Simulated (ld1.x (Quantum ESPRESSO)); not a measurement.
## How hard is this Cl TM potential?

| Quantity | Value |
| --- | --- |
| Element | Cl (Z = 17) |
| Generator | ld1.x (Quantum ESPRESSO) 7.5 |
| Type | norm-conserving Troullier–Martins (Kleinman–Bylander form) |
| Functional | PBEsol |
| Relativity | scalar-relativistic |
| Frozen core | [Ne] |
| Valence charge | 7 |
| Reference configuration | 3s2 3p5 |
| Partial waves | 3p (bound): rc 1.10 bohr; 3d channel at 0.4 Ry: rc 1.40 bohr; 3s (bound): rc 1.30 bohr |
| Local potential | the s channel |
| Core correction | a·sin(br)/r model core inside 0.50 bohr |

The pseudo-atom Hamiltonian at the reference potential is diagonalised in spherical Bessel functions j_l(qr) that vanish at 20 bohr, with q² up to the cutoff. All-electron valence levels (Ry): 3p -0.6292, 3s -1.5154.

Task: How do the lowest levels (Ry) of each channel move with the cutoff, and are there ghosts?

Result:

```
cutoff (Ry)     p #1    p #2    d #1    d #2     s #1    f #1    f #2  Σ f·Δε (mRy)
          8  -0.5572  0.0368  0.0753  0.1698  -1.2897  0.1192  0.2559         811.9
         21  -0.6086  0.0357  0.0751  0.1681  -1.4942  0.1192  0.2559         145.8
         40  -0.6094  0.0357  0.0751  0.1671  -1.5085  0.1192  0.2559         113.2
         70  -0.6236  0.0355  0.0750  0.1667  -1.5149  0.1192  0.2559          29.3
        110  -0.6286  0.0354  0.0750  0.1667  -1.5153  0.1192  0.2559           3.5
        200  -0.6292  0.0354  0.0750  0.1667  -1.5154  0.1192  0.2559           0.3
        400  -0.6292  0.0354  0.0750  0.1667  -1.5154  0.1192  0.2559           0.0
```

Result: no extra level below or beside the all-electron valence levels (p, d, s, f tested); 10 mRy is reached at 90 Ry and 1 mRy at 160 Ry.
